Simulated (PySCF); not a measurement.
Al(Vi)(OH)2, SMILES C=[CH][Al]([OH])[OH] (C₂H₅AlO₂), B3LYP/def2-SVP optimised geometry.

```
10

Al    -0.17     0.76     0.00
C     -1.05    -0.96     0.00
C     -0.37    -2.12     0.00
H     -2.15    -1.03     0.00
H     -0.87    -3.09     0.00
H      0.73    -2.14     0.00
O      1.53     0.76     0.00
H      2.15     1.50     0.00
O     -1.13     2.17     0.00
H     -0.86     3.09     0.01
```

Density from B3LYP/def2-TZVP (PySCF 2.14.0) at that geometry.

Minimum of the electron density along straight lines between bonded atoms, close to the bond critical point (lines longer than 1.1 times the sum of covalent radii, or with two minima, are not listed):

| bond | length / Å | ρ at the minimum / e bohr⁻³ | ∇²ρ there / e bohr⁻⁵ | position (fraction from the first atom) |
|---|---|---|---|---|
| Al1–C2 | 1.933 | … | 0.28 | 0.41 |
| C2–C3 | 1.344 | 0.344 | -1.04 | 0.49 |
| C2–H4 | 1.099 | 0.273 | -0.93 | 0.64 |
| C3–H5 | 1.098 | 0.278 | -0.97 | 0.65 |
| C3–H6 | 1.097 | 0.280 | -0.98 | 0.65 |
| Al1–O7 | 1.704 | 0.106 | 0.76 | 0.43 |
| O7–H8 | 0.959 | 0.356 | -2.40 | 0.80 |
| Al1–O9 | 1.704 | 0.107 | 0.76 | 0.43 |
| O9–H10 | 0.960 | 0.356 | -2.40 | 0.80 |

Task: What belongs in the gaps?

Result: 
- Al1–C2, ρ at the minimum / e bohr⁻³: 0.091
